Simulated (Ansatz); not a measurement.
Born–Oppenheimer molecular dynamics of F₃H₃Si₂ (8 atoms, charge 0, multiplicity 1). It goes on from the last frame of an earlier run, with new velocities.

The calculation used RKS B3LYP-D4/STO-3G in Ansatz 0.2.0.

```
ensemble        : NVT, Nosé–Hoover chain
time step       : 0.5 fs
steps asked     : 166
set temperature : 2000 K
thermostat      : time constant 300 fs, chain length 5
seed            : 76567
```

First frame:

```xyz
8
Properties=species:S:1:pos:R:3
Si -0.011 -0.003 -0.088
Si 0.088 -0.041 2.216
H -1.027 -0.857 2.917
H 1.298 -0.489 2.700
H -0.093 1.247 2.754
F 1.429 0.234 -0.844
F -0.962 1.146 -0.672
F -0.606 -1.411 -0.802
```

Q: How far do the bonds stretch over the last three quarters of this one trajectory? (Pairs bonded in most of those frames.)

A: 
| bond | mean (Å) | spread (Å) | shortest | longest |
| --- | --- | --- | --- | --- |
| Si1–Si2 | 2.289 | 0.054 | 2.22 | 2.38 |
| Si1–F6 | 1.643 | 0.027 | 1.60 | 1.68 |
| Si1–F7 | 1.643 | 0.072 | 1.54 | 1.75 |
| Si1–F8 | 1.642 | 0.035 | 1.59 | 1.70 |
| Si2–H3 | 1.476 | 0.096 | 1.32 | 1.61 |
| Si2–H4 | 1.475 | 0.096 | 1.32 | 1.62 |
| Si2–H5 | 1.455 | 0.042 | 1.38 | 1.52 |

Mean temperature of the second half: 1244 K. The conserved energy stayed within 0.37 meV per atom of its start (net change -0.064 meV per atom), so the integration is sound. The mean temperature of the second half is 38 % below the set value. A run of 0.083 ps of so small a system gives no equilibrium averages. Limits of this set-up: minimal basis.

Run time: 4.7 min on 1 thread of Intel(R) Xeon(R) Platinum 8375C CPU @ 2.90GHz (Ice Lake), on a shared host, peak memory 0.11 GiB.
